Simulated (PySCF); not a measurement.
A series of derivatives of C#CC(=O)[O-]

Parent skeleton `[CH:1]#[C:2][C:3](=[O:4])[O-:5]`; one hydrogen on atom 1 is replaced by X. Hydrogens on one atom are averaged.

Level of theory: NMR shieldings at PBE0/pcSseg-1/GIAO, geometry from GFN2-xTB, in PySCF 2.14 (one averaged value for each set of equivalent atoms, one conformer, non-relativistic Hamiltonian, no solvent).

Scale: ¹³C (σ = 186.93 ppm) against TMS; H2O for ¹⁷O (σ = 336.08 ppm) (reference shieldings calculated alike).

Parent (X = H): C1 53.4, C2 95.5, C3 157.3, O4 366.7, O5 366.7 ppm. Effects are Δδ = δ(X) − δ(H), positive for deshielding.

Four derivatives gave (Δδ, ppm):
| compound | C1 | C2 | C3 | O4 | O5 |
| --- | --- | --- | --- | --- | --- |
| 1 | +8.6 | +37.5 | -4.7 | +38.1 | -26.9 |
| 2 | +21.7 | +19.6 | +0.0 | -5.7 | +24.4 |
| 3 | +31.6 | +23.1 | -2.3 | +14.0 | +14.0 |
| 4 | +13.5 | +14.9 | -1.7 | -2.7 | -2.7 |

Their substituents are CF=CF2, CH2F, COCH3, isopropenyl. Which is which?

Results:

1: X = CF=CF2 (O=C([O-])C#CC(F)=C(F)F); 2: X = isopropenyl (C=C(C)C#CC(=O)[O-]); 3: X = COCH3 (CC(=O)C#CC(=O)[O-]); 4: X = CH2F (O=C([O-])C#CCF).

Unscaled 17O shifts of doubly bonded oxygen tend to come out too high, by tens of ppm or more. Experimental scales use liquid or dissolved standards, which lie at an offset from isolated H2O (liquid H2O: subtract about 36 ppm).
